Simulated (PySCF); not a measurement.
# How the method moves the HOMO and LUMO of `C[SiH2][Si@H]([SiH3])Cl`

Species: CH₉ClSi₃.
Cartesian coordinates in Å at the PBE0-D3(BJ)/def2-SVP level; atoms count from 1:
```xyz
14
CH9ClSi3 angstrom
C     -2.0532   -0.9211    0.4355
Si    -1.1952    0.6156    1.1071
Si     0.7057    1.1296   -0.1640
Si     2.2753   -0.6077   -0.1918
Cl     1.6286    2.7819    0.7268
H     -2.9425   -1.1657    1.0361
H     -2.3743   -0.7688   -0.6062
H     -1.3746   -1.7878    0.4606
H     -2.1087    1.8005    1.0904
H     -0.7323    0.3956    2.5132
H      0.3409    1.5081   -1.5655
H      1.6589   -1.8285   -0.8021
H      3.4839   -0.2243   -0.9822
H      2.6792   -0.9234    1.2120
```

Basis pcSseg-1 throughout (PySCF), one geometry. Geometry: PBE0-D3(BJ)/def2-SVP, one conformer, isolated molecule.

How do the orbital energies, the gap and the dipole change with the method?

```tsv
method	kind	HOMO (eV)	LUMO (eV)	gap (eV)	μ (D)	SCF cycles
BLYP	GGA	-6.45	-1.48	4.97	2.43	12
B97-D	GGA	-6.60	-1.54	5.06	2.52	12
PBE	GGA	-6.62	-1.69	4.92	2.49	12
OPBE	GGA	-6.63	-1.54	5.08	2.54	13
KT2	GGA	-6.69	-1.83	4.86	2.49	13
LDA	LDA	-6.70	-1.92	4.78	2.56	12
KT3	GGA	-6.71	-1.67	5.04	2.46	13
BP86	GGA	-6.72	-1.78	4.95	2.52	12
B3LYP	global hybrid	-7.53	-1.02	6.50	2.54	11
B97-2	global hybrid	-7.53	-0.89	6.64	2.61	12
PBE0	global hybrid	-7.75	-0.90	6.85	2.61	12
mPW1PW91	global hybrid	-7.78	-0.89	6.89	2.62	12
BHandHLYP	global hybrid	-8.74	0.06	8.80	2.64	10
CAM-B3LYP	range-separated hybrid	-8.97	0.21	9.18	2.60	11
wB97X-D	range-separated hybrid	-9.53	0.80	10.33	2.66	12
LC-wPBE	range-separated hybrid	-10.27	1.24	11.51	2.70	12
HF	Hartree–Fock	-10.31	2.34	12.65	2.76	9
```

The HOMO spans 3.86 eV, from BLYP down to HF, and the gap runs from 4.78 eV (LDA) to 12.65 eV (HF). Over the methods BLYP (0 %), B97-D (0 %), PBE (0 %), OPBE (0 %), KT2 (0 %), LDA (0 %), KT3 (0 %), BP86 (0 %), B3LYP (20 %), B97-2 (21 %), PBE0 (25 %), mPW1PW91 (25 %), BHandHLYP (50 %), HF (100 %), a straight line through the gap against the share of exact exchange rises by 0.77 eV for each 10 % (correlation coefficient 0.999). The dipole ranges from 2.43 D (BLYP) to 2.76 D (HF). This basis has no diffuse functions.

The vertical ΔSCF ionisation energy at B3LYP/def2-SVPD is 9.35 eV; −ε(HOMO) comes closest to it with wB97X-D (9.53 eV).
